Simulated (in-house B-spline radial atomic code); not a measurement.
Ionising N with different functionals

Computed with an all-electron radial atomic-structure program (B-spline basis): non-relativistic Hamiltonian, point nucleus, spin-polarised at highest spin, spherical fractional occupations for the functionals, the average over the highest-spin determinants for Hartree-Fock. The ionisation energy is the difference of two self-consistent energies, [He] 2s2 2p3 → [He] 2s2 2p2, without Breit or QED terms; ε is the level of the shell that loses the electron (its least bound occupied spin orbital).

Hybrids are left out here: with spherical fractional occupations of an open shell their exact exchange keeps a self-interaction that integer-occupation calculations don't have.

```json
{"method": "Hartree-Fock", "rung": "Hartree-Fock", "ΔSCF (eV)": "14.00", "-ε(2p) (eV)": "15.54"}
{"method": "LDA VWN5", "rung": "LDA", "ΔSCF (eV)": "15.00", "-ε(2p) (eV)": "8.40"}
{"method": "LDA PW92", "rung": "LDA", "ΔSCF (eV)": "14.99", "-ε(2p) (eV)": "8.40"}
{"method": "LDA exchange-only", "rung": "LDA", "ΔSCF (eV)": "?", "-ε(2p) (eV)": "?"}
{"method": "PBE", "rung": "GGA", "ΔSCF (eV)": "14.91", "-ε(2p) (eV)": "8.30"}
{"method": "PBEsol", "rung": "GGA", "ΔSCF (eV)": "14.85", "-ε(2p) (eV)": "8.26"}
{"method": "BLYP", "rung": "GGA", "ΔSCF (eV)": "?", "-ε(2p) (eV)": "?"}
{"method": "RPBE", "rung": "GGA", "ΔSCF (eV)": "14.87", "-ε(2p) (eV)": "8.27"}
{"method": "PW91", "rung": "GGA", "ΔSCF (eV)": "15.00", "-ε(2p) (eV)": "8.38"}
{"method": "BP86", "rung": "GGA", "ΔSCF (eV)": "14.95", "-ε(2p) (eV)": "8.34"}
{"method": "AM05", "rung": "GGA", "ΔSCF (eV)": "14.84", "-ε(2p) (eV)": "8.25"}
{"method": "OLYP", "rung": "GGA", "ΔSCF (eV)": "14.83", "-ε(2p) (eV)": "8.17"}
{"method": "TPSS", "rung": "meta-GGA", "ΔSCF (eV)": "15.07", "-ε(2p) (eV)": "8.47"}
{"method": "SCAN", "rung": "meta-GGA", "ΔSCF (eV)": "15.49", "-ε(2p) (eV)": "8.91"}
{"method": "r2SCAN", "rung": "meta-GGA", "ΔSCF (eV)": "15.48", "-ε(2p) (eV)": "8.90"}
{"method": "M06-L", "rung": "meta-GGA", "ΔSCF (eV)": "15.25", "-ε(2p) (eV)": "8.64"}
{"method": "revTPSS", "rung": "meta-GGA", "ΔSCF (eV)": "15.01", "-ε(2p) (eV)": "8.43"}
```

**Question.** What does BLYP give?

**Answer.** ΔSCF 14.73 eV, and -ε(2p) = 8.08 eV.

**Question.** What does LDA exchange-only give?

**Answer.** ΔSCF 14.01 eV, and -ε(2p) = 7.52 eV.

**Question.** How do they compare with the NIST value?

**Answer.** NIST lists 14.534 eV (measured, ground level to ground level). Errors run from -0.53 to +0.96 eV; BLYP is closest (+0.20 eV), but part of that can be cancellation, since the calculations leave out relativity, Breit-QED terms, multiplet and fine-structure energies. Hartree-Fock also lacks correlation.
